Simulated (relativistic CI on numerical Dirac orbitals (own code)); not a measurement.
**Tm²⁺: calculation against measurement**

Computed by Dirac-Coulomb-Breit CI, orbitals from a KLI potential per configuration, QED by a radiative potential, valence Slater integrals scaled by 0.85, P86 correlation energy added to each configuration (own radial code, finite nucleus).

CI space (outside the closed core [Kr] 4d10 5s2): 4f¹³5p⁶, 4f¹²5p⁶6s, 4f¹²5p⁶5d, 4f¹²5p⁶6p, 4f¹¹5p⁶5d6s, 4f¹¹5p⁶6s², 4f¹²5p⁶5f, 4f¹²5p⁶7s, 4f¹³5p⁵5d, 4f¹²5p⁶6d, 4f¹¹5p⁶6s6p, 4f¹²5p⁶7p, 4f¹²5p⁶7d, 4f¹²5p⁶6f, 4f¹²5p⁶5g, 4f¹²5p⁶7f. Levels of other configurations are missing.

| Configuration | Term (tabulated) | J | Measured (cm⁻¹) | Computed | Error | Purity (%) |
| --- | --- | --- | --- | --- | --- | --- |
| 4f¹³5p⁶ | 2F° | 7/2 | 0.0 | 0 | 0 | 98 |
| 4f¹³5p⁶ | 2F° | 5/2 | 8774.0 | 8331 | -443 | 98 |
| 4f¹²5p⁶6s | (4,1/2) | 9/2 | 31037.5 | 11835 | -19202 | 57 |
| 4f¹²5p⁶6s | (4,1/2) | 7/2 | 31368.6 | 12267 | -19102 | 34 |
| 4f¹²5p⁶6s | (5,1/2) | 9/2 | 33831.9 | 14489 | -19343 | 62 |
| 4f¹²5p⁶6s | ²H (computed) | 9/2 | 38003.4 | 18941 | -19062 | 36 |
| 4f¹²5p⁶6s | (4,1/2) | 7/2 | 38055.5 | 18823 | -19233 | 53 |
| 4f¹²5p⁶6s | (3,1/2) | 7/2 | 39934.7 | 21221 | -18714 | 66 |
| 4f¹²5p⁶6s | (4,1/2) † | 7/2 | 46786.9 | 26836 | -19951 | 53 |
| 4f¹²5p⁶6s | (4,1/2) † | 9/2 | 46816.8 | 27116 | -19701 | 35 |

Measured levels from Martin, Zalubas and Hagan, Atomic Energy Levels: The Rare-Earth Elements, NSRDS-NBS 60 (1978); Li et al., J. Phys. B 34, 1349 (2001); pairs were made by configuration, J and term (by order where the table uses no LS term), so strongly mixed levels may be paired wrongly.

Mean error by configuration (cm⁻¹): 4f¹³5p⁶ -443; 4f¹²5p⁶6s -19109. Over the excited levels the mean absolute error is 16443 cm⁻¹ (9 of the 66 excited levels that our extract of the source holds in range could be paired, and the others can miss by more), and the median relative error of those above 1,000 cm⁻¹ is 51 %. † marks terms whose computed intervals miss the measured ones by more than a factor of 2.5, or configurations far off the rest, from wrong mixing, a near crossing or a doubtful label or measurement; they are left out of the means.
